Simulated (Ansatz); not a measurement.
C3H5F3O can be A, `CC(F)OC(F)F`, or B, `COC(F)(F)CF`.

Program: Ansatz. Geometries: PBE0-D4/def2-TZVP. ΔE: electronic, gas phase. CCSD(T)/CBS adds triple-zeta CCSD(T) − MP2 to the extrapolated MP2 energy (def2 sets, frozen cores). DFT in def2-TZVPP. B3LYP here is the variant with VWN-RPA as its local correlation; programs differ in this. Each species was taken in one conformer, which may not be the lowest.

A:

```xyz
12

C     1.7611    0.2679    0.2417
C     0.2836    0.4900    0.1561
F     0.0180    1.5691   -0.6647
O    -0.3047   -0.6458   -0.3986
C    -1.6685   -0.6766   -0.3521
F    -2.0584   -1.7118   -1.0965
F    -2.0916   -0.8977    0.9168
H     2.2457    1.1680    0.6194
H     2.1526    0.0337   -0.7490
H     1.9722   -0.5629    0.9155
H    -0.1718    0.7227    1.1246
H    -2.1381    0.2432   -0.7131
```

B:

```xyz
12

C     0.236    1.865   -0.284
O     0.506    0.586    0.283
C    -0.284   -0.423   -0.133
F    -1.593   -0.169    0.124
F    -0.213   -0.587   -1.480
C     0.159   -1.687    0.576
F    -0.621   -2.739    0.186
H    -0.776    2.192   -0.037
H     0.960    2.543    0.161
H     0.367    1.844   -1.367
H     0.059   -1.537    1.653
H     1.200   -1.888    0.317
```

Which is lower in electronic energy at CCSD(T)/CBS, and by how much? (An estimate is asked.)

Ansatz gave: A, by 39.4 kJ/mol.

Give E(B) − E(A) in kJ/mol with CCSD(T)/def2-TZVPP, B3LYP, ωB97M-V, HF/def2-TZVPP, CCSD/def2-TZVPP, PBE-D4, B2PLYP. (An estimate is asked.)

Ansatz gave: CCSD(T)/def2-TZVPP 40.9, B3LYP 40.0, ωB97M-V 39.6, HF/def2-TZVPP 38.8, CCSD/def2-TZVPP 40.4, PBE-D4 42.3, B2PLYP 41.0. None reverses the order clearly.

Does the order hold for the free energy at 298.15 K (harmonic terms from PBE0-D4)? (An estimate is asked.)

The calculation gave: Yes: G(B) − G(A) = +38.4 kJ/mol, for one conformer each. Modes under 60 cm⁻¹, often nearly free rotors, make the harmonic entropy too high.

Largest T1 diagnostic: 0.012.

Leaving LDA and LC-ωPBE aside and taking each functional with its dispersion term where it has one, the values, not all of them listed here, spread over 4.3 kJ/mol, from BLYP-D4 to PBE-QIDH.
